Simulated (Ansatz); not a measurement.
Species: SiH3S, charge 0, doublet. SiH3S (SMILES [SiH3][S], doublet).
B3LYP-D3(BJ)/def2-TZVP minimum from Ansatz (a quantum-chemistry and plane-wave program):
```xyz
5

Si     0.7639    -0.0041     0.6282
S     -0.8812    -0.0042    -0.7273
H      2.0365    -0.3542    -0.0418
H      0.8236     1.3977     1.1144
H      0.5434    -0.9192     1.7704
```
Charge 0, spin multiplicity 2.

Atomisation energy term by term, kcal/mol (programs: Ansatz). Open shells are spin-unrestricted; no spin-orbit coupling. Cores are frozen in correlated methods. Rows without X2C or -DK are non-relativistic. CBS(X,Y): correlation extrapolated as X^-3, Hartree-Fock from the larger set. A bracket is a step between two methods taken in the basis named. 'core' is core correlation in cc-pwCVTZ (1s frozen past Ne), 'X2C' scalar relativity in cc-pVTZ-DK, both at CCSD(T). Where a partner has so few electrons that a lower coupled-cluster level is exact, that level stands in.

| term | basis | kcal/mol |
|---|---|---|
| Hartree-Fock | cc-pV(Q+d)Z | 238.47 |
| CCSD correlation | CBS(cc-pV(T+d)Z,cc-pV(Q+d)Z) | 71.90 |
| (T) | CBS(cc-pV(T+d)Z,cc-pV(Q+d)Z) | 3.22 |
| CCSDT(Q) - CCSD(T) | cc-pV(T+d)Z | 0.14 |
| core correlation | cc-pwCVTZ | -0.05 |
| scalar relativity | X2C, cc-pVTZ-DK | -0.85 |
| sum: De |  | 312.8 |

The step beyond CCSD(T) by other levels: CCSDT(Q) in cc-pV(D+d)Z 0.33 kcal/mol.
